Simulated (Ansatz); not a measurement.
System: C₄H₈, charge 0, singlet. C4H8 (SMILES C(/C)=C/C).
B3LYP-D3(BJ)/def2-TZVP minimum from Ansatz (a quantum-chemistry and plane-wave program):
```xyz
12

C      1.4306     0.4304     0.7337
C      0.7888    -0.3554    -0.3674
C     -0.5089    -0.4510    -0.6489
C     -1.6506     0.2034     0.0652
H      2.0070    -0.2261     1.3922
H      2.1359     1.1612     0.3270
H      0.7091     0.9681     1.3467
H      1.4780    -0.9062    -1.0014
H     -0.7908    -1.0733    -1.4936
H     -1.3291     0.8180     0.9045
H     -2.3491    -0.5470     0.4470
H     -2.2202     0.8403    -0.6181
```

Total energies in cc-pVDZ, 24 correlated electrons, 4 frozen orbitals. UHF or UKS for unpaired electrons; spin-orbit terms are left out. Cores are frozen in correlated methods. No relativity.

```
method    program  energy (Eh)  minus CCSDT(Q) (mEh)
--------  -------  -----------  --------------------
HF         Ansatz   -156.12105                636.92
MP2        Ansatz   -156.68171                 76.26
CCSD       Ansatz   -156.73618                 21.79
CCSD(T)    Ansatz   -156.75577                  2.20
CCSDT(Q)   Ansatz   -156.75797                  0.00
```

Rough core times of Ansatz's runs on a shared machine: CCSD(T) under 20 s, CCSDT(Q) 20 min.
